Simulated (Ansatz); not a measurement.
The molecule NaS, multiplicity 2 (lowest of 2S+1 = 2, 4 at CCSD(T)/def2-TZVPP on PBE0 minima; our sources give no spin for the ground state, which may be another).

D_e counts from the fitted minimum to each atom's lowest state at the same level, without counterpoise.

Correlated levels freeze the inner cores; with def2 sets outer-core shells near the valence are correlated too.

Programs: Ansatz (Gaussian basis) for Hartree–Fock, density functionals and correlated methods. Values without a source in brackets are computed.

Q: Estimate the bond energy D_e that wB97M-V/def2-TZVPP returns for this input.

A: 62.4 kcal/mol

Q: What is the computed bond energy D_e (CCSD(T)/def2-QZVPP)?

A: 59.8 kcal/mol

Q: Give the bond energy D_e at the level SVWN5/def2-TZVPP.

A: 67.8 kcal/mol

Ansatz is a first-principles code.
